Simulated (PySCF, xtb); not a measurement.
Si(CCH)(H)(Me)2 (C4H8Si), SMILES C#C[SiH](C)C. Atoms are numbered in the order given.

```xyz
13

Si    -0.3893     0.4178     0.0000
C     -1.1609    -0.3101     1.5543
C     -1.1609    -0.3101    -1.5543
C      1.4214     0.0583     0.0000
C      2.6122    -0.1975     0.0000
H     -0.5545     1.9015     0.0000
H     -2.2412    -0.0940     1.5891
H     -0.6965     0.1104     2.4599
H     -1.0271    -1.4034     1.5779
H     -0.6965     0.1104    -2.4599
H     -1.0271    -1.4034    -1.5779
H     -2.2412    -0.0940    -1.5891
H      3.6635    -0.4203     0.0000
```

The structure is a stationary point at B3LYP-D3(BJ)/def2-SVP.

Level of theory: IEF-PCM-ωB97X/def2-SVP run with PySCF.

The values are the electrostatic part of the solvation free energy, E(continuum) − E(gas) at the gas-phase geometry, in a cavity of scaled van der Waals radii (PySCF's table); cavitation and dispersion terms are not included. In vacuum the orbital gap is 12.90 eV. The dipole moment in vacuum is 0.66 D.

Computed values in water (ε = 78.36), 2-propanol (ε = 19.26), acetonitrile (ε = 35.69):
```json
[
 {"solvent": "water", "ε": "78.36", "ΔG(elec) (kcal/mol)": "-3.2", "dipole (D)": "0.88", "gap (eV)": "12.93"},
 {"solvent": "2-propanol", "ε": "19.26", "ΔG(elec) (kcal/mol)": "-3.0", "dipole (D)": "0.86", "gap (eV)": "12.93"},
 {"solvent": "acetonitrile", "ε": "35.69", "ΔG(elec) (kcal/mol)": "-3.1", "dipole (D)": "0.87", "gap (eV)": "12.93"}
]
```

For comparison, GFN2-xTB/ALPB(water) (xtb, at the GFN2-xTB geometry, all terms of that model) gives -0.7 kcal/mol.
